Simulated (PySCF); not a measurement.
# Highest orbital energy against ionisation energy along group 13

Calculated with PySCF 2.14, no spin-orbit coupling. Each cell gives −ε(HOMO) / ΔSCF in eV; NIST values include spin-orbit coupling, (s) semi-empirical, (t) theoretical.

```
                                 species              UHF              LDA              PBE             PBE0           r2SCAN  NIST (lowest levels)
     B²⁺ (aug-cc-pVTZ, non-relativistic)  37.819 / 37.815  32.352 / 37.892  32.639 / 38.282  34.042 / 38.223  32.870 / 37.849                37.931
Al²⁺ (aug-cc-pV(T+d)Z, non-relativistic)  28.059 / 28.039  24.535 / 28.806  24.429 / 28.811  25.448 / 28.677  24.629 / 28.376                28.448
Ga²⁺ (aug-cc-pVTZ-PP with ECP10MDF, ECP)  29.739 / 29.631  26.970 / 31.862  26.574 / 31.473  27.514 / 31.107  27.029 / 31.298                30.726
In²⁺ (aug-cc-pVTZ-PP with ECP28MDF, ECP)  26.763 / 26.619  24.646 / 29.089  24.233 / 28.659  25.040 / 28.277  24.496 / 28.372                28.044
Tl²⁺ (aug-cc-pVTZ-PP with ECP60MDF, ECP)  28.410 / 28.157  26.158 / 30.769  25.745 / 30.304  26.633 / 29.954  26.015 / 30.120                29.852
```

Task: How far is −ε(HOMO) from ΔSCF on average for each method, and why?

Result: UHF 0.11 eV; LDA -4.75 eV; PBE -4.78 eV; PBE0 -3.51 eV; r2SCAN -4.20 eV. Hartree-Fock orbital energies lack relaxation and so exceed the ΔSCF value; semilocal functionals have convex E(N) from self-interaction, so their HOMO lies far too high; exact exchange moves hybrids part of the way back.
